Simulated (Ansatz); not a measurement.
Ansatz (a quantum-chemistry and plane-wave program) input (B3LYP/6-31G*):

Ansatz 0.2 input:
```yaml
crystal:
  periodic: [false, false, false]
  atoms:
    - {symbol: C, position_ang: [2.81945042, 1.27452309, 0.13427977]}
    - {symbol: Si, position_ang: [1.81101604, -0.18324227, -0.51112582]}
    - {symbol: N, position_ang: [0.36476961, -0.49022403, 0.41178554]}
    - {symbol: Si, position_ang: [-1.31362139, -0.45679718, -0.09506206]}
    - {symbol: C, position_ang: [-2.36990415, -0.92683934, 1.39783758]}
    - {symbol: C, position_ang: [-1.80272046, 1.23977443, -0.75904805]}
    - {symbol: H, position_ang: [2.23664984, 2.20217035, 0.11045587]}
    - {symbol: H, position_ang: [3.14446612, 1.11024059, 1.16889398]}
    - {symbol: H, position_ang: [3.71982879, 1.42212954, -0.47517848]}
    - {symbol: H, position_ang: [2.70251273, -1.38260021, -0.52704245]}
    - {symbol: H, position_ang: [1.36654542, 0.08773656, -1.90653347]}
    - {symbol: H, position_ang: [0.50827721, -0.83062258, 1.35821828]}
    - {symbol: H, position_ang: [-1.55968931, -1.45009042, -1.18540742]}
    - {symbol: H, position_ang: [-3.43266231, -0.94319914, 1.12843515]}
    - {symbol: H, position_ang: [-2.11305719, -1.92263197, 1.77830655]}
    - {symbol: H, position_ang: [-2.24815371, -0.20932944, 2.21844006]}
    - {symbol: H, position_ang: [-1.71454656, 2.01122417, 0.01516893]}
    - {symbol: H, position_ang: [-2.84017967, 1.23425639, -1.11639165]}
    - {symbol: H, position_ang: [-1.16785843, 1.53808761, -1.60164942]}
basis:
  gaussian:
    orbitals: 6-31G*
hamiltonian:
  xc: {name: B3LYP}
phonons: {temperatures: {t_min: 298.15, t_max: 298.15, t_step: 100}}
```

Output:

```
Functional definition: B3LYP
integrals: 0.10 GiB planned
1449 factors; integrals over basis functions are off by at most 6.1e-4 eV
mean field: 0.84 GiB planned
mean field evaluation 1: about -20554.6166 eV, gradient 8.7e1 eV
mean field evaluation 2: about -20541.2425 eV, gradient 1.1e2 eV
mean field evaluation 4: about -20570.7702 eV, gradient 5.4e0 eV
mean field evaluation 8: about -20570.8477 eV, gradient 5.1e-2 eV
mean field -20570.84771708 eV, -755.9647101814 hartree, gradient 2.5e-5 eV, S^2 0.000000; 0 other end points of the search recorded, 0 dependent functions left out
the calculation of the forces begins
reference -20570.84799912 eV, -755.9647205459 hartree; 33, 33 occupied and 91, 91 virtual orbitals, 1449 factors
these checks for a lower state are left out or cut short: stability, starts, cluster_reference, orbital_swaps, neighbouring_geometries, increment
integrals: 0.10 GiB planned
1449 factors; integrals over basis functions are off by at most 6.1e-4 eV
mean field: 0.84 GiB planned
mean field evaluation 16: about -20570.8365 eV, gradient 1.4e-1 eV
mean field -20570.84756874 eV, -755.9647047299 hartree, gradient 1.2e-6 eV, S^2 0.000000; 0 other end points of the search recorded, 0 dependent functions left out
the calculation of the forces begins
reference -20570.84785077 eV, -755.9647150945 hartree; 33, 33 occupied and 91, 91 virtual orbitals, 1449 factors
these checks for a lower state are left out or cut short: stability, starts, cluster_reference, orbital_swaps, neighbouring_geometries, increment
integrals: 0.10 GiB planned
1449 factors; integrals over basis functions are off by at most 6.1e-4 eV
mean field: 0.84 GiB planned
mean field -20570.84757283 eV, -755.9647048803 hartree, gradient 9.6e-7 eV, S^2 0.000000; 0 other end points of the search recorded, 0 dependent functions left out
the calculation of the forces begins
reference -20570.84785487 eV, -755.9647152449 hartree; 33, 33 occupied and 91, 91 virtual orbitals, 1449 factors
these checks for a lower state are left out or cut short: stability, starts, cluster_reference, orbital_swaps, neighbouring_geometries, increment
integrals: 0.10 GiB planned
1449 factors; integrals over basis functions are off by at most 6.1e-4 eV
mean field: 0.84 GiB planned
mean field evaluation 32: about -20570.8476 eV, gradient 8.0e-7 eV
mean field -20570.84757768 eV, -755.9647050584 hartree, gradient 8.0e-7 eV, S^2 0.000000; 0 other end points of the search recorded, 0 dependent functions left out
the calculation of the forces begins
reference -20570.84785971 eV, -755.9647154230 hartree; 33, 33 occupied and 91, 91 virtual orbitals, 1449 factors
these checks for a lower state are left out or cut short: stability, starts, cluster_reference, orbital_swaps, neighbouring_geometries, increment
integrals: 0.10 GiB planned
1449 factors; integrals over basis functions are off by at most 6.1e-4 eV
mean field: 0.84 GiB planned
mean field -20570.84758619 eV, -755.9647053714 hartree, gradient 9.9e-7 eV, S^2 0.000000; 0 other end points of the search recorded, 0 dependent functions left out
the calculation of the forces begins
reference -20570.84786823 eV, -755.9647157358 hartree; 33, 33 occupied and 91, 91 virtual orbitals, 1449 factors
these checks for a lower state are left out or cut short: stability, starts, cluster_reference, orbital_swaps, neighbouring_geometries, increment
integrals: 0.10 GiB planned
1449 factors; integrals over basis functions are off by at most 6.1e-4 eV
mean field: 0.84 GiB planned
mean field -20570.84756636 eV, -755.9647046423 hartree, gradient 1.4e-6 eV, S^2 0.000000; 0 other end points of the search recorded, 0 dependent functions left out
the calculation of the forces begins
reference -20570.84784839 eV, -755.9647150069 hartree; 33, 33 occupied and 91, 91 virtual orbitals, 1449 factors
these checks for a lower state are left out or cut short: stability, starts, cluster_reference, orbital_swaps, neighbouring_geometries, increment
integrals: 0.10 GiB planned
1449 factors; integrals over basis functions are off by at most 6.1e-4 eV
mean field: 0.84 GiB planned
mean field -20570.84756291 eV, -755.9647045157 hartree, gradient 1.1e-6 eV, S^2 0.000000; 0 other end points of the search recorded, 0 dependent functions left out
the calculation of the forces begins
reference -20570.84784495 eV, -755.9647148803 hartree; 33, 33 occupied and 91, 91 virtual orbitals, 1449 factors
these checks for a lower state are left out or cut short: stability, starts, cluster_reference, orbital_swaps, neighbouring_geometries, increment
integrals: 0.10 GiB planned
1449 factors; integrals over basis functions are off by at most 6.1e-4 eV
mean field: 0.84 GiB planned
mean field -20570.84760461 eV, -755.9647060483 hartree, gradient 1.4e-6 eV, S^2 0.000000; 0 other end points of the search recorded, 0 dependent functions left out
[...]
integrals: 0.10 GiB planned
1449 factors; integrals over basis functions are off by at most 6.1e-4 eV
mean field: 0.84 GiB planned
mean field -20570.84762455 eV, -755.9647067809 hartree, gradient 2.5e-6 eV, S^2 0.000000; 0 other end points of the search recorded, 0 dependent functions left out
the calculation of the forces begins
reference -20570.84790661 eV, -755.9647171463 hartree; 33, 33 occupied and 91, 91 virtual orbitals, 1449 factors
these checks for a lower state are left out or cut short: stability, starts, cluster_reference, orbital_swaps, neighbouring_geometries, increment
integrals: 0.10 GiB planned
1449 factors; integrals over basis functions are off by at most 6.1e-4 eV
mean field: 0.84 GiB planned
mean field evaluation 640: about -20570.8477 eV, gradient 6.8e-6 eV
mean field -20570.84770440 eV, -755.9647097154 hartree, gradient 2.4e-6 eV, S^2 0.000000; 0 other end points of the search recorded, 0 dependent functions left out
the calculation of the forces begins
reference -20570.84798643 eV, -755.9647200796 hartree; 33, 33 occupied and 91, 91 virtual orbitals, 1449 factors
these checks for a lower state are left out or cut short: stability, starts, cluster_reference, orbital_swaps, neighbouring_geometries, increment
integrals: 0.10 GiB planned
1449 factors; integrals over basis functions are off by at most 6.1e-4 eV
mean field: 0.84 GiB planned
mean field -20570.84770527 eV, -755.9647097474 hartree, gradient 2.0e-6 eV, S^2 0.000000; 0 other end points of the search recorded, 0 dependent functions left out
the calculation of the forces begins
reference -20570.84798731 eV, -755.9647201122 hartree; 33, 33 occupied and 91, 91 virtual orbitals, 1449 factors
these checks for a lower state are left out or cut short: stability, starts, cluster_reference, orbital_swaps, neighbouring_geometries, increment
integrals: 0.10 GiB planned
1449 factors; integrals over basis functions are off by at most 6.1e-4 eV
mean field: 0.84 GiB planned
mean field -20570.84769409 eV, -755.9647093366 hartree, gradient 9.8e-7 eV, S^2 0.000000; 0 other end points of the search recorded, 0 dependent functions left out
the calculation of the forces begins
reference -20570.84797612 eV, -755.9647197008 hartree; 33, 33 occupied and 91, 91 virtual orbitals, 1449 factors
these checks for a lower state are left out or cut short: stability, starts, cluster_reference, orbital_swaps, neighbouring_geometries, increment
integrals: 0.10 GiB planned
1449 factors; integrals over basis functions are off by at most 6.1e-4 eV
mean field: 0.84 GiB planned
mean field -20570.84769422 eV, -755.9647093412 hartree, gradient 1.1e-6 eV, S^2 0.000000; 0 other end points of the search recorded, 0 dependent functions left out
the calculation of the forces begins
reference -20570.84797626 eV, -755.9647197061 hartree; 33, 33 occupied and 91, 91 virtual orbitals, 1449 factors
these checks for a lower state are left out or cut short: stability, starts, cluster_reference, orbital_swaps, neighbouring_geometries, increment
integrals: 0.10 GiB planned
1449 factors; integrals over basis functions are off by at most 6.1e-4 eV
mean field: 0.84 GiB planned
mean field -20570.84767305 eV, -755.9647085632 hartree, gradient 1.5e-6 eV, S^2 0.000000; 0 other end points of the search recorded, 0 dependent functions left out
the calculation of the forces begins
reference -20570.84795510 eV, -755.9647189284 hartree; 33, 33 occupied and 91, 91 virtual orbitals, 1449 factors
these checks for a lower state are left out or cut short: stability, starts, cluster_reference, orbital_swaps, neighbouring_geometries, increment
integrals: 0.10 GiB planned
1449 factors; integrals over basis functions are off by at most 6.1e-4 eV
mean field: 0.84 GiB planned
mean field evaluation 672: about -20570.8477 eV, gradient 1.4e-6 eV
mean field -20570.84767357 eV, -755.9647085823 hartree, gradient 1.4e-6 eV, S^2 0.000000; 0 other end points of the search recorded, 0 dependent functions left out
the calculation of the forces begins
reference -20570.84795558 eV, -755.9647189461 hartree; 33, 33 occupied and 91, 91 virtual orbitals, 1449 factors
these checks for a lower state are left out or cut short: stability, starts, cluster_reference, orbital_swaps, neighbouring_geometries, increment
integrals: 0.10 GiB planned
1449 factors; integrals over basis functions are off by at most 6.1e-4 eV
mean field: 0.84 GiB planned
mean field -20570.84769803 eV, -755.9647094811 hartree, gradient 1.2e-6 eV, S^2 0.000000; 0 other end points of the search recorded, 0 dependent functions left out
the calculation of the forces begins
reference -20570.84798005 eV, -755.9647198453 hartree; 33, 33 occupied and 91, 91 virtual orbitals, 1449 factors
these checks for a lower state are left out or cut short: stability, starts, cluster_reference, orbital_swaps, neighbouring_geometries, increment
integrals: 0.10 GiB planned
1449 factors; integrals over basis functions are off by at most 6.1e-4 eV
mean field: 0.84 GiB planned
mean field -20570.84769826 eV, -755.9647094898 hartree, gradient 1.3e-6 eV, S^2 0.000000; 0 other end points of the search recorded, 0 dependent functions left out
the calculation of the forces begins
reference -20570.84798030 eV, -755.9647198546 hartree; 33, 33 occupied and 91, 91 virtual orbitals, 1449 factors
these checks for a lower state are left out or cut short: stability, starts, cluster_reference, orbital_swaps, neighbouring_geometries, increment
integrals: 0.10 GiB planned
1449 factors; integrals over basis functions are off by at most 6.1e-4 eV
mean field: 0.84 GiB planned
mean field -20570.84765072 eV, -755.9647077426 hartree, gradient 2.0e-6 eV, S^2 0.000000; 0 other end points of the search recorded, 0 dependent functions left out
the calculation of the forces begins
reference -20570.84793275 eV, -755.9647181069 hartree; 33, 33 occupied and 91, 91 virtual orbitals, 1449 factors
these checks for a lower state are left out or cut short: stability, starts, cluster_reference, orbital_swaps, neighbouring_geometries, increment
integrals: 0.10 GiB planned
1449 factors; integrals over basis functions are off by at most 6.1e-4 eV
mean field: 0.84 GiB planned
mean field -20570.84765055 eV, -755.9647077366 hartree, gradient 2.4e-6 eV, S^2 0.000000; 0 other end points of the search recorded, 0 dependent functions left out
the calculation of the forces begins
reference -20570.84793259 eV, -755.9647181013 hartree; 33, 33 occupied and 91, 91 virtual orbitals, 1449 factors
Total energy: -20570.84799912 eV, -755.9647205459 hartree
Atom 0 at     2.819450     1.274523     0.134280 Å, force    -0.000726    -0.001609     0.000854 eV/Å
Atom 1 at     1.811016    -0.183242    -0.511126 Å, force     0.000621     0.000206    -0.002521 eV/Å
Atom 2 at     0.364770    -0.490224     0.411786 Å, force    -0.001256     0.000034     0.000520 eV/Å
Atom 3 at    -1.313621    -0.456797    -0.095062 Å, force    -0.000555    -0.000119     0.000309 eV/Å
Atom 4 at    -2.369904    -0.926839     1.397838 Å, force     0.000529    -0.000189    -0.000059 eV/Å
Atom 5 at    -1.802720     1.239774    -0.759048 Å, force     0.000617    -0.000082     0.000453 eV/Å
Atom 6 at     2.236650     2.202170     0.110456 Å, force     0.000332    -0.001534    -0.000193 eV/Å
Atom 7 at     3.144466     1.110241     1.168894 Å, force    -0.000469     0.000362    -0.001312 eV/Å
Atom 8 at     3.719829     1.422130    -0.475178 Å, force     0.000095    -0.000031     0.000214 eV/Å
Atom 9 at     2.702513    -1.382600    -0.527042 Å, force     0.000329     0.001505     0.001398 eV/Å
Atom 10 at     1.366545     0.087737    -1.906533 Å, force    -0.000103     0.000718     0.000926 eV/Å
Atom 11 at     0.508277    -0.830623     1.358218 Å, force     0.000154     0.000466    -0.000302 eV/Å
Atom 12 at    -1.559689    -1.450090    -1.185407 Å, force     0.000537     0.000309    -0.000091 eV/Å
Atom 13 at    -3.432662    -0.943199     1.128435 Å, force     0.000173     0.000082     0.000128 eV/Å
Atom 14 at    -2.113057    -1.922632     1.778307 Å, force    -0.000052     0.000543    -0.000186 eV/Å
Atom 15 at    -2.248154    -0.209329     2.218440 Å, force    -0.000117    -0.000139    -0.000093 eV/Å
Atom 16 at    -1.714547     2.011224     0.015169 Å, force     0.000097    -0.000310    -0.000112 eV/Å
Atom 17 at    -2.840180     1.234256    -1.116392 Å, force    -0.000087    -0.000175    -0.000037 eV/Å
Atom 18 at    -1.167858     1.538088    -1.601649 Å, force    -0.000118    -0.000035     0.000104 eV/Å
Dipole moment:    -0.023930     0.121085     0.292416 e Å
Vibrations: 16.88 29.19 112.51 147.01 163.31 164.56 192.84 202.06 257.26 271.24 321.63 490.52 587.58 631.75 653.15 692.86 698.74 737.27 768.31 775.57 837.33 877.55 905.97 915.15 933.42 940.10 957.71 977.93 1223.27 1327.05 1328.72 1333.45 1489.43 1490.51 1491.74 1494.53 1497.75 1504.16 2194.75 2203.61 2238.48 3040.07 3041.02 3042.40 3111.71 3112.21 3115.40 3117.39 3118.35 3123.06 3555.50 cm⁻¹, zero-point energy 4.181615 eV
```

The blocks after the first are displaced geometries, from whose forces the wavenumbers follow.
